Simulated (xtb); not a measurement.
As (SMILES [As]), quartet. Base run: xtb with GFN2-xTB.

Here is a job for xtb.
```
$ xtb mol.xyz --gfn 2 --uhf 3 --json

# file mol.xyz
1

As     0.00000000     0.00000000     0.00000000
```

Variants of this job, named by their change:

```json
[
 {"change": "base", "ΔE vs base (kcal/mol)": "0.000", "G_solv (kcal/mol)": "-", "SCF cycles": "42"},
 {"change": "alpb = methanol", "ΔE vs base (kcal/mol)": "-2.06", "G_solv (kcal/mol)": "-2.06", "SCF cycles": "42"},
 {"change": "alpb = dmso", "ΔE vs base (kcal/mol)": "-2.12", "G_solv (kcal/mol)": "-2.12", "SCF cycles": "42"},
 {"change": "acc = 0.0001", "ΔE vs base (kcal/mol)": "0.000", "G_solv (kcal/mol)": "-", "SCF cycles": "83"},
 {"change": "alpb = ether", "ΔE vs base (kcal/mol)": "-2.41", "G_solv (kcal/mol)": "-2.41", "SCF cycles": "42"},
 {"change": "etemp = 5000", "ΔE vs base (kcal/mol)": "-0.007", "G_solv (kcal/mol)": "-", "SCF cycles": "14"},
 {"change": "file = coord", "ΔE vs base (kcal/mol)": "0.000", "G_solv (kcal/mol)": "-", "SCF cycles": "42"}
]
```

ALPB and GBSA are two models with their own fitted parameters for each solvent, which aren't always the measured dielectric constant.
